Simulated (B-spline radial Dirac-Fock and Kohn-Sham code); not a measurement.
## Br¹⁰⁺: eigenvalues, ΔSCF and the reference

System: Br¹⁰⁺ in the configuration [Ar] 3d7.

The density-functional columns are spherical, spin-unpolarised Dirac-Kohn-Sham results without Breit or QED terms: −ε is minus the orbital energy of the initial state and ΔSCF the difference of two total energies. The reference in the last column comes from relaxed Dirac-Fock hole states (ΔSCF) with Breit and QED corrections and a finite nucleus. All numbers are from a radial B-spline solver, in eV; a selection of levels is shown. For the 1s level of heavy atoms much of the gap between ΔSCF and the reference is the Breit and QED part, -30.1 eV here; for other levels the error of the functional can be larger.

```csv
level,LDA −ε,LDA ΔSCF,Dirac-Fock
K,13532.1,13761.5,13734.9
L1,1970.4,2016.1,2047.7
L2,1800.2,1854.4,1857.4
L3,1752.8,1805.6,1810.7
M1,456.7,476.3,491.9
M2,397.1,416.7,423.2
M3,389.5,408.9,415.6
"M4,5",285.7,305.7,303.8
```

Values without a named source are computed, but for edge energies of neutral atoms, which are taken from tables.
